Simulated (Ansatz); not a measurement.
**Pulling the pair apart**

The pair of Cu⁺ (SMILES [Cu+], atom 1) and SiH3Cl (SMILES [SiH3]Cl, atoms 2–6), both closed shells, in one local arrangement (a lower one may exist), relaxed at PBE0-D4/def2-TZVP:

```csv
atom,x (Å),y (Å),z (Å)
Cu1,0.0859,-0.0504,-2.8513
Si2,-0.1130,-0.0945,0.7551
Cl3,0.7712,0.8667,-0.9769
H4,0.3566,-1.4884,0.6701
H5,-1.5635,0.0657,0.5522
H6,0.4629,0.7008,1.8507
```

SiH3Cl is shifted rigidly along the line between the mean atom positions of the two fragments (negative: closer). Counterpoise interaction energies in kJ/mol. Computed with Ansatz 0.2.0 (basis: def2-TZVPPD); correlated methods freeze the cores. The 3s and 3p shells of Cu and Zn are frozen; filled d shells are correlated.

```csv
shift (Å),wB97M-V,PBE-D4,HF
-0.22,-141.6,-183.1,-51.9
-0.11,-156.0,-193.2,-78.8
0.00,-160.8,-194.3,-94.4
0.11,-159.0,-189.5,-102.0
0.26,-150.0,-177.1,-103.8
0.55,-124.6,-148.3,-93.5
1.10,-77.8,-96.4,-64.3
2.20,-31.9,-43.9,-31.3
```

Problem. What does CCSD(T) give at these shifts? (To be estimated.)

Solution. Computed: -115.1, -131.6, -138.4, -138.6, -132.0, -110.4, -69.4, -30.3 kJ/mol. For zero shift, CCSD(T) at an estimated basis limit (MP2 extrapolated from triple and quadruple zeta, plus CCSD(T) − MP2 in triple zeta) gives -157.3 kJ/mol. These are counterpoise interaction energies, counted from the two frozen fragments.

T1 diagnostic: at most 0.019.

For scale, one of the runs: CCSD(T)/def2-TZVPPD, 217 basis functions, launched by `ansatz run in.yaml --threads 4 --pin off --events-out ev --progress --plain --max-ram 9574MiB`. The run took 53 s on 4 CPU threads of an Arm Neoverse V1 (shared host), with 2.8 GiB of host memory at its peak.
